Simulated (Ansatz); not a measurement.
MgCl, multiplicity 2 (the spin of the measured ground state), most abundant isotopes (23.9850 and 34.9689 u). Constants from fifth-degree fits in 1/R to seven points on the lowest solution found; no spin–orbit coupling, no relativity up to Kr; ω_e x_e and α_e move by some per cent with the fit.

Correlated levels freeze the inner cores; with def2 sets outer-core shells near the valence are correlated too.

Codes used: Ansatz (an electronic-structure program). Values without a source in brackets are computed.

| level | r_e (Å) | ω_e (cm⁻¹) | ω_e x_e (cm⁻¹) | α_e (cm⁻¹) |
|---|---|---|---|---|
| PBE/def2-TZVPP | 2.2255 | 441.8 | 2.11 | 0.00165 |
| CCSD(T)/def2-QZVPP | 2.2008 | 464.1 | 2.18 | 0.00168 |

D_e from total energies of the atoms and the molecule: 3.35 eV at PBE/def2-TZVPP; 3.28 eV at CCSD(T)/def2-QZVPP.

**Question.** Derive the rotational constants, the centrifugal constant, the fundamental, the zero-point energy and the force constant, and test the Morse rule for the well depth.

**Answer.** 
μ = 14.22687 u.
- PBE/def2-TZVPP: B_e = 16.8576/(μ r_e²) = 0.23924 cm⁻¹; B₀ = B_e − α_e/2 = 0.23841 cm⁻¹; D = 4B_e³/ω_e² = 2.81e-07 cm⁻¹; fundamental ω_e − 2ω_e x_e = 438 cm⁻¹; zero-point energy ω_e/2 − ω_e x_e/4 = 220 cm⁻¹; k = μ(2πcω_e)² = 164 N/m; a Morse well would hold ω_e²/(4ω_e x_e) = 2.86 eV against the computed D_e of 3.35 eV
- CCSD(T)/def2-QZVPP: B_e = 16.8576/(μ r_e²) = 0.24465 cm⁻¹; B₀ = B_e − α_e/2 = 0.24381 cm⁻¹; D = 4B_e³/ω_e² = 2.72e-07 cm⁻¹; fundamental ω_e − 2ω_e x_e = 460 cm⁻¹; zero-point energy ω_e/2 − ω_e x_e/4 = 232 cm⁻¹; k = μ(2πcω_e)² = 181 N/m; a Morse well would hold ω_e²/(4ω_e x_e) = 3.06 eV against the computed D_e of 3.28 eV

Measured for the ground state: r_e 2.1991 Å [Huber and Herzberg (1979), NIST Chemistry WebBook].
